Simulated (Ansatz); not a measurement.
```xyz
3

F    -0.2346   -0.5498    1.0453
H     0.0016    0.0741   -0.1207
F     0.1865    0.4919   -0.9261
```

Basis set: def2-SVP (spherical functions). Frozen core: 2 orbitals. Charge 0, multiplicity 2.

Computed with Ansatz (development build ahead of 0.2.0); each method stands on the lowest determinant of its kind that the runs found.

The atomization energy at this shape (free ground-state atoms in the same class of orbitals less the molecule, no zero-point energy) of doublet HF2:

```csv
method,atomization energy
UHF-MP2,5.27 eV
```

Problem. What does UHF give?

Solution. 3.51 eV. Caution: the shape is not the minimum.
